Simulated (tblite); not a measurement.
Isomers of [C6H7N]+ (charge +1 and doublet state). Level: GFN2-xTB in tblite, geometry and Hessian alike; calculated harmonic values, unscaled, isolated species. Against measured fundamentals such values can be off by several per cent, at times by over 20. One conformer each. Open shells enter through the occupations alone, without spin polarisation, and single modes of such species can be off by tens of per cent.

Electronic energies: GFN2-xTB at the same geometries; isomer energies are rough at this level and their order can be wrong.

```tsv
SMILES	electronic energy, lowest = 0 (kJ/mol)
[H]/N=C/[C+]=[C]/C1CC1	237.3
[CH2][CH+]n1cccc1	0.0
[CH2+][CH]C1(C#N)CC1	239.7
```

Problem. How do GFN2-xTB zero-point energies change the relative energies?

Solution. 
```tsv
SMILES	ZPE (kJ/mol)	of it from modes above 1550 cm⁻¹	electronic (kJ/mol)	with ZPE, lowest = 0 (kJ/mol)	lowest mode (cm⁻¹)	rings
[CH2][CH+]n1cccc1	287.8	140.9	0.0	0.0	100	1
[H]/N=C/[C+]=[C]/C1CC1	281.1	152.3	237.3	230.6	51	1
[CH2+][CH]C1(C#N)CC1	280.7	142.7	239.7	232.5	101	1
```

The zero-point energies span 7.1 kJ/mol, from `[CH2+][CH]C1(C#N)CC1` to `[CH2][CH+]n1cccc1`. The order is unchanged.

Problem. What do entropy and thermal enthalpy add at 298.15 K and 1 bar (rigid rotor, harmonic oscillator, one conformer each)?

Solution. 
```csv
SMILES,point group,symmetry number,S (J/(mol K)),H − H(0) (kJ/mol),ZPE + H − H(0) − TS (kJ/mol)
[CH2][CH+]n1cccc1,Cs,1,334.9,19.30,207.3
[H]/N=C/[C+]=[C]/C1CC1,C1,1,368.9,22.83,194.0
[CH2+][CH]C1(C#N)CC1,C1,1,359.5,22.74,196.2
```

S holds R ln(2S + 1) for the spin.
